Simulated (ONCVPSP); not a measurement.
## Ranking ONCV potentials for Hf

All share these settings but for the change named:

hafnium (Hf), optimised norm-conserving Vanderbilt (ONCV), made with ONCVPSP 4.0.1 (LDA (Perdew-Zunger), scalar-relativistic). Core [Kr] 4d10 4f14, reference 5s2 5p6 5d2 6s1 (charge +1). Waves: 5s+6s: rc 1.60 bohr, ncon 4, nbas 9, qcut 5.9 1/bohr, 2 projectors; 5p: rc 1.30 bohr, ncon 4, nbas 7, qcut 7.4 1/bohr, 2 projectors, debl 2.6 Ha; 5d: rc 2.95 bohr, ncon 3, nbas 8, qcut 4.4 1/bohr, 2 projectors, debl 3.4 Ha. Local part: polynomial inside 1.25 bohr (lpopt 5, dvloc0 1 Ha). Core correction: Teter function, fcfact 5.5, rcfact 1.45.

Test errors are all-electron minus pseudo excitation energies from the reference, over 5s2 5p6 5d2 6s2; 5s2 5p6 5d2 6s0; 5s2 5p6 5d1 6s0; 5s2 5p6 5d2 6s1.5. None of these files shows a bound ghost.

The base gives 26.1 meV.

Of 4 variants that were run, those that failed, showed a ghost or another fault, or gave nearly equal values are left out.

A variant can come out equal or close to the base, since the largest error may sit in a test that the change hardly touches while other tests move.

(1) Rank these variants by their largest absolute test error, smallest first.
A. p: qcut 7.5
B. d: qcut 3.6
C. d: debl 4.1
D. all radii but the core radius scaled by about 1.08 (s 1.72, p 1.40, d 3.18 bohr); local potential polynomial inside 1.34 bohr (lpopt 5, dvloc0 1 Ha)

Answers

(1) C (22.5 meV), A (26.0 meV), D (44.4 meV), B (74.8 meV).
